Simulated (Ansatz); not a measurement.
Pulling on the Mg1–H2 bond in CH4Mg (SMILES [CH3][MgH]) (multiplicity 1 held, fragments rigid). Energies count from the point at 1.704 Å.
Geometry at that point (charge 0, multiplicity 1):
```xyz
6

Mg    -0.7281    -0.3887    -0.1075
H     -2.2191    -1.1847    -0.3276
C      1.0992     0.5868     0.1623
H      1.5719     0.3075     1.1086
H      0.9807     1.6744     0.1704
H      1.8086     0.3464    -0.6351
```

Signs of static correlation in def2-SVPD, with CASSCF(2,2), from Ansatz (a first-principles code) runs.

| R (Å) | T1 of restricted CCSD | ⟨S²⟩ of UHF | largest double amplitude of restricted CCSD | weight of the CASSCF reference in MRCISD | CASSCF natural occupations |
|---|---|---|---|---|---|
| 1.364 | 0.010 | 0.000 | 0.029 | 0.922 | 1.98 0.02 |
| 1.534 | 0.010 | 0.000 | 0.022 | 0.922 | 1.97 0.03 |
| 1.704 | 0.010 | 0.000 | 0.031 | 0.922 | 1.97 0.03 |
| 1.875 | 0.011 | 0.000 | 0.036 | 0.922 | 1.96 0.04 |
| 2.045 | 0.012 | 0.000 | 0.043 | 0.922 | 1.95 0.05 |
| 2.301 | 0.014 | 0.000 | (withheld) | 0.922 | 1.92 0.08 |
| 2.557 | 0.017 | 0.257 | 0.089 | 0.922 | 1.89 0.11 |
| 2.983 | 0.029 | 0.701 | 0.180 | 0.922 | 1.79 0.21 |
| 3.409 | 0.049 | 0.884 | 0.309 | 0.923 | 1.64 0.36 |
| 3.920 | 0.081 | 0.967 | (withheld) | 0.924 | 1.43 0.57 |
| 4.602 | 0.119 | 0.999 | 0.785 | 0.924 | 1.21 0.79 |
| 5.454 | 0.141 | 1.007 | 1.004 | 0.924 | 1.08 0.92 |

Q: Complete the blanks.

A: 
- 2.301, largest double amplitude of restricted CCSD: 0.053
- 3.920, largest double amplitude of restricted CCSD: 0.510

Doubts at one or more of the structures used: a restricted determinant that unrestricted orbitals would lower (R-CCSD(T)/def2-SVPD); other coupled-cluster roots lie near (R-CCSD(T)/def2-SVPD); T1 above 0.05 (R-CCSD(T)/def2-SVPD, U-CCSD(T)/def2-SVPD); a spin-contaminated determinant (U-CCSD(T)/def2-SVPD).
